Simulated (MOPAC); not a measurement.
Input for MOPAC: PM3 on C3H8O2 (SMILES COCOC), a point of a torsion scan.

```
PM3 1SCF PRECISE CHARGE=0 THREADS=1
C3H8O2

C      2.07717762 1     0.39688617 1    -0.10192159 1
O      1.36953194 1    -0.63200145 1     0.56137126 1
C      0.02772618 1    -0.37528694 1     0.73398225 1
O     -0.67960382 1    -0.63622634 1    -0.45465847 1
C     -2.06913610 1    -0.52501009 1    -0.30216708 1
H      2.00664825 1     1.33802186 1     0.45601957 1
H      1.69568142 1     0.54813790 1    -1.11545064 1
H      3.11399208 1     0.07167377 1    -0.14497539 1
H     -0.32118970 1    -1.05407483 1     1.53112084 1
H     -0.15232459 1     0.67327385 1     1.05422707 1
H     -2.35589463 1     0.48861922 1     0.00658742 1
H     -2.44503946 1    -1.23831668 1     0.44172453 1
H     -2.50425165 1    -0.74702656 1    -1.27377804 1
```

Output:

```
*******************************************************************************
 **                                                                           **
 **                              MOPAC v23.2.5                                **
 **                                                                           **
 *******************************************************************************
 ** MOPAC's Digital Object Identifier: https://doi.org/10.5281/zenodo.6511958 **
 **                                                                           **
 ** Please cite the open-source release paper for use of this MOPAC version:  **
 ** J. E. Moussa and J. J. P. Stewart (2026)                                  **
 ** MOPAC: An open-source semiempirical molecular orbital program             **
 ** J. Open Source Softw., 11(119), 8025, https://doi.org/10.21105/joss.08025 **
 *******************************************************************************

                              PM3 CALCULATION RESULTS

 *******************************************************************************
 *  PM3        - The PM3 Hamiltonian to be used
 *
 *
 *
 *                 CHARGE ON SYSTEM = 0
 *
 *
 *
 *  PRECISE    - TIGHTER CRITERIA TO BE USED
 *  1SCF       - DO 1 SCF AND THEN STOP
 *  THREADS=1  - MULTI-THREADING NOT USED
 *  T=         - A TIME OF 172800.0 SECONDS REQUESTED
 *  DUMP=N     - RESTART FILE WRITTEN EVERY 7200.0 SECONDS REQUESTED
 *******************************************************************************
PM3 1SCF PRECISE CHARGE=0 THREADS=1
 C3H8O2

   ATOM   CHEMICAL          X               Y               Z
  NUMBER   SYMBOL      (ANGSTROMS)     (ANGSTROMS)     (ANGSTROMS)

     1       C          2.07717762  *   0.39688617  *  -0.10192159  *
     2       O          1.36953194  *  -0.63200145  *   0.56137126  *
     3       C          0.02772618  *  -0.37528694  *   0.73398225  *
     4       O         -0.67960382  *  -0.63622634  *  -0.45465847  *
     5       C         -2.06913610  *  -0.52501009  *  -0.30216708  *
     6       H          2.00664825  *   1.33802186  *   0.45601957  *
     7       H          1.69568142  *   0.54813790  *  -1.11545064  *
     8       H          3.11399208  *   0.07167377  *  -0.14497539  *
     9       H         -0.32118970  *  -1.05407483  *   1.53112084  *
    10       H         -0.15232459  *   0.67327385  *   1.05422707  *
    11       H         -2.35589463  *   0.48861922  *   0.00658742  *
    12       H         -2.44503946  *  -1.23831668  *   0.44172453  *
    13       H         -2.50425165  *  -0.74702656  *  -1.27377804  *



          CARTESIAN COORDINATES

    NO.       ATOM           X           Y           Z

     1         C          2.0772      0.3969     -0.1019
     2         O          1.3695     -0.6320      0.5614
     3         C          0.0277     -0.3753      0.7340
     4         O         -0.6796     -0.6362     -0.4547
     5         C         -2.0691     -0.5250     -0.3022
     6         H          2.0066      1.3380      0.4560
     7         H          1.6957      0.5481     -1.1155
     8         H          3.1140      0.0717     -0.1450
     9         H         -0.3212     -1.0541      1.5311
    10         H         -0.1523      0.6733      1.0542
    11         H         -2.3559      0.4886      0.0066
    12         H         -2.4450     -1.2383      0.4417
    13         H         -2.5043     -0.7470     -1.2738

  H: (PM3): J. J. P. STEWART, J. COMP. CHEM. 10, 209 (1989).
  C: (PM3): J. J. P. STEWART, J. COMP. CHEM. 10, 209 (1989).
  O: (PM3): J. J. P. STEWART, J. COMP. CHEM. 10, 209 (1989).

           Empirical Formula: C3 H8 O2  =    13 atoms



      MOLECULAR POINT GROUP   :   C1


      RHF CALCULATION, NO. OF DOUBLY OCCUPIED LEVELS = 16


 -------------------------------------------------------------------------------
 PM3 1SCF PRECISE CHARGE=0 THREADS=1
 C3H8O2



     1SCF WAS SPECIFIED, SO BFGS WAS NOT USED
     SCF FIELD WAS ACHIEVED


                              PM3 CALCULATION
                                                       MOPAC v23.2.5 Linux




          FINAL HEAT OF FORMATION =        -85.90669 KCAL/MOL =    -359.43360 KJ/MOL


          COSMO AREA              =        119.79 SQUARE ANGSTROMS
          COSMO VOLUME            =        103.27 CUBIC ANGSTROMS

          IONIZATION POTENTIAL    =         10.690428 EV
          HOMO LUMO ENERGIES (EV) =        -10.690  2.624
          NO. OF FILLED LEVELS    =         16
          MOLECULAR WEIGHT        =         76.0950         POINT GROUP:  C1

          MOLECULAR DIMENSIONS (Angstroms)

            Atom       Atom       Distance
            H    13    H     8     5.78871
            H     9    H     7     3.29499
            H     8    H    10     1.68369


          SCF CALCULATIONS        =          1





   ATOM   CHEMICAL          X               Y               Z
  NUMBER   SYMBOL      (ANGSTROMS)     (ANGSTROMS)     (ANGSTROMS)

     1       C          2.07717762  *   0.39688617  *  -0.10192159  *
     2       O          1.36953194  *  -0.63200145  *   0.56137126  *
     3       C          0.02772618  *  -0.37528694  *   0.73398225  *
     4       O         -0.67960382  *  -0.63622634  *  -0.45465847  *
     5       C         -2.06913610  *  -0.52501009  *  -0.30216708  *
     6       H          2.00664825  *   1.33802186  *   0.45601957  *
     7       H          1.69568142  *   0.54813790  *  -1.11545064  *
     8       H          3.11399208  *   0.07167377  *  -0.14497539  *
     9       H         -0.32118970  *  -1.05407483  *   1.53112084  *
    10       H         -0.15232459  *   0.67327385  *   1.05422707  *
    11       H         -2.35589463  *   0.48861922  *   0.00658742  *
    12       H         -2.44503946  *  -1.23831668  *   0.44172453  *
    13       H         -2.50425165  *  -0.74702656  *  -1.27377804  *

                             CARTESIAN COORDINATES

   1    C        2.077177620     0.396886170    -0.101921590
   2    O        1.369531940    -0.632001450     0.561371260
   3    C        0.027726180    -0.375286940     0.733982250
   4    O       -0.679603820    -0.636226340    -0.454658470
   5    C       -2.069136100    -0.525010090    -0.302167080
   6    H        2.006648250     1.338021860     0.456019570
   7    H        1.695681420     0.548137900    -1.115450640
   8    H        3.113992080     0.071673770    -0.144975390
   9    H       -0.321189700    -1.054074830     1.531120840
  10    H       -0.152324590     0.673273850     1.054227070
  11    H       -2.355894630     0.488619220     0.006587420
  12    H       -2.445039460    -1.238316680     0.441724530
  13    H       -2.504251650    -0.747026560    -1.273778040


           Empirical Formula: C3 H8 O2  =    13 atoms



      MOLECULAR POINT GROUP   :   C1


                  EIGENVALUES
 -40.19711 -36.80836 -27.84242 -26.77454 -24.45435 -18.09391 -17.75943 -17.62221
 -15.56201 -15.19597 -14.61574 -12.97581 -12.86741 -12.66088 -10.98871 -10.69043
   2.62412   3.27302   3.46778   3.76081   3.90489   4.05634   4.14244   4.26242
   4.37732   4.45807   5.75672   6.01988


              NET ATOMIC CHARGES AND DIPOLE CONTRIBUTIONS

  ATOM NO.   TYPE          CHARGE      No. of ELECS.   s-Pop       p-Pop
    1          C           0.054686        3.9453     1.13321     2.81210
    2          O          -0.249061        6.2491     1.84326     4.40580
    3          C           0.203041        3.7970     1.14555     2.65140
    4          O          -0.293794        6.2938     1.84573     4.44806
    5          C           0.073849        3.9262     1.12778     2.79837
    6          H           0.015399        0.9846     0.98460
    7          H           0.030010        0.9700     0.96999
    8          H           0.045867        0.9541     0.95413
    9          H           0.036802        0.9632     0.96320
   10          H           0.009045        0.9910     0.99096
   11          H           0.011580        0.9884     0.98842
   12          H           0.014858        0.9851     0.98514
   13          H           0.047718        0.9523     0.95228
 DIPOLE           X         Y         Z       TOTAL
 POINT-CHG.    -0.705     1.010     0.449     1.311
 HYBRID        -0.342     0.417     0.188     0.571
 SUM           -1.046     1.428     0.638     1.881


          ATOMIC ORBITAL ELECTRON POPULATIONS

     Atom    s        px        py        pz
    1  C   1.13321   0.95205   0.90355   0.95650
    2  O   1.84326   1.18679   1.44294   1.77608
    3  C   1.14555   0.82006   0.95908   0.87226
    4  O   1.84573   1.17555   1.92075   1.35176
    5  C   1.12778   0.82638   0.97457   0.99741
    6  H   0.98460
    7  H   0.96999
    8  H   0.95413
    9  H   0.96320
   10  H   0.99096
   11  H   0.98842
   12  H   0.98514
   13  H   0.95228

 **********************
 *                    *
 * JOB ENDED NORMALLY *
 *                    *
 **********************




 == MOPAC DONE ==
```

The run finished.

Cost: very roughly 0.03 core-seconds.
